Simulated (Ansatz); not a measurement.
Start from `[Cl][SnH2][Cl]` and change one atom or group to get `[OH][SnH]([Cl])[Cl]`.

Ansatz, PBE0-D4/def2-TZVP geometries, multiplicity 1. Each molecule was computed in one conformer, which needn't be the lowest.

Elements past krypton have def2 core potentials.

```
                                        property  `[Cl][SnH2][Cl]`
            HOMO–LUMO gap (PBE0/def2-TZVPP) / eV              7.57
           LUMO energy (ωB97M-V/def2-TZVPP) / eV              0.57
              HOMO energy (PBE0/def2-TZVPP) / eV             -8.94
           HOMO–LUMO gap (B3LYP/def2-TZVPP) / eV              7.00
           HOMO energy (ωB97M-V/def2-TZVPP) / eV            -11.15
size of the dipole moment (B3LYP/def2-TZVPP) / D              2.57
```

Task: What does the change do to each property? (Estimate.)

Result: The calculation gave: 
```json
{"property": "HOMO–LUMO gap (PBE0/def2-TZVPP) / eV", "`[OH][SnH]([Cl])[Cl]`": "7.42", "shift": "-0.15"}
{"property": "LUMO energy (ωB97M-V/def2-TZVPP) / eV", "`[OH][SnH]([Cl])[Cl]`": "0.20", "shift": "-0.37"}
{"property": "HOMO energy (PBE0/def2-TZVPP) / eV", "`[OH][SnH]([Cl])[Cl]`": "-9.24", "shift": "-0.30"}
{"property": "HOMO–LUMO gap (B3LYP/def2-TZVPP) / eV", "`[OH][SnH]([Cl])[Cl]`": "6.80", "shift": "-0.20"}
{"property": "HOMO energy (ωB97M-V/def2-TZVPP) / eV", "`[OH][SnH]([Cl])[Cl]`": "-11.54", "shift": "-0.39"}
{"property": "size of the dipole moment (B3LYP/def2-TZVPP) / D", "`[OH][SnH]([Cl])[Cl]`": "0.92", "shift": "-1.65"}
```

With PBE0 the HOMO falls by 0.30 eV and the LUMO falls by 0.44 eV, so the gap narrows by about 0.14 eV. PBE moves the HOMO by -0.06 eV and ωB97M-V by -0.39 eV. Dipoles are sizes alone; their direction can turn.

B3LYP here is the variant with VWN-RPA as its local correlation; programs differ in this.
